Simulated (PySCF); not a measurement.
# Shapes and spin states of GeFCl

These are results of PBE0/[Ge def2-TZVP, F def2-TZVP, Cl def2-TZVP], no relativity, density fitting, PySCF, not measurements.

Relaxations began from a few typed shapes and spin states; open shells are unrestricted. The search is not exhaustive: other isomers or separated fragments can lie lower, and high-lying points may rest on an excited occupation.

Task: Order these stationary points by electronic energy, lowest first, in kJ/mol from the lowest minimum.
A. triplet Cs: Ge–Cl 2.149 Å, Ge–F 1.742 Å; Cl–Ge–F 116.3°
B. triplet C∞v: Ge–Cl 2.249 Å, Ge–F 1.776 Å; Cl–Ge–F 180.0°
C. singlet Cs: Ge–Cl 2.180 Å, Ge–F 1.748 Å; Cl–Ge–F 98.3°

Result: C (0.0), A (284.4), B (341.3).

Task: Which of them are minima?

Result: By energy in kJ/mol, 0.0: minimum; 284.4: minimum; 341.3: saddle point, 1 imaginary mode.

Counting electrons, germanium keeps 2 of its valence electrons outside its bonds, so the VSEPR class is AX2E1 and the expected shape is bent; with unlike ligands the computed point group is Cs.

The electron or spin density has lower symmetry than the nuclear frame for the triplet C∞v at 341.3 kJ/mol.
